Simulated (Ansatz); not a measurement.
`CNB(Cl)Cl` + `C[SeH]` → `C[Se]B(Cl)Cl` + CH₃NH₂ at 500 K and 1 bar (ligand exchange at a B–N bond).

Calculated with Ansatz (gas phase, PBE0-D4/def2-TZVP geometries, no zero-point term in ΔE). CCSD(T)/CBS adds triple-zeta CCSD(T) − MP2 to the extrapolated MP2 energy (def2 sets, frozen cores). For Se outer-core shells are correlated without core-valence functions, which leaves a few kJ/mol of doubt a bond. Scalar relativity is left out up to krypton. Each species was taken in one conformer, which may not be the lowest.

```csv
species,CCSD(T)/CBS energy (Eh),H − E (kJ/mol),S (J/(mol·K))
`CNB(Cl)Cl`,-1039.64309,204.3,389.4
`C[SeH]`,-2441.15625,142.1,299.3
`C[Se]B(Cl)Cl`,-3385.02344,160.7,419.7
CH₃NH₂,-95.75281,191.8,270.3
```

H − E and S are ideal-gas, rigid-rotor, harmonic terms from PBE0-D4/def2-TZVP, for one conformer and one mirror image of each species. 1 Eh = 2625.50 kJ/mol, R = 8.31446 J/(mol·K).

By hand: ΔE, ΔH, ΔS and ΔG.

ΔE = (-3385.02344) + (-95.75281) − (-1039.64309) − (-2441.15625) = 0.02309 Eh = 60.6 kJ/mol. Δ(H − E) = 160.7 + 191.8 − 204.3 − 142.1 = 6.1, so ΔH = 66.7 kJ/mol. ΔS = 419.7 + 270.3 − 389.4 − 299.3 = 1.3 J/(mol·K). ΔG = 66.7 − 500 × (1.3)/1000 = 66.0 kJ/mol.

By hand: the equilibrium constant, and the temperature at which ΔG would vanish if ΔH and ΔS stayed fixed.

log₁₀ K = −ΔG/(RT ln 10) = -6.9. ΔG = 0 at ΔH/ΔS = 51308 K, far beyond where these terms or the molecules hold.

The number of gas molecules stays the same, so ΔS is small and ΔH decides. A doubt of 5 kJ/mol in ΔE shifts log₁₀ K by 0.5 here. Other conformers and mirror images would add mixing entropy, several J/(mol·K) or more a flexible species. These are equilibria of isolated gas molecules and say nothing of rates. Largest T1 diagnostic: 0.011 (customary marks: 0.02 for closed shells, 0.045 for open ones).
